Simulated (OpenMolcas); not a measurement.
# How basis sets differ on SiPH2OF (SMILES F[SiH]1OP1)

SiPH2OF has 6 atoms, charge 0, and is taken as a singlet. SMILES: `F[SiH]1OP1`. The shape is that of a GFN2-xTB optimisation.

Quantity: the dipole moment, in D. The values are calculated.

| level | kind | program | value (D) |
| --- | --- | --- | --- |
| HF/STO-3G | Hartree–Fock | OpenMolcas | 1.98 |
| HF/3-21G | Hartree–Fock | OpenMolcas | 2.81 |
| HF/def2-SVP | Hartree–Fock | OpenMolcas | 2.29 |
| HF/def2-TZVP | Hartree–Fock | OpenMolcas | 1.98 |

The values span 1.98 to 2.81 D. Sets without polarisation functions give poor dipoles.
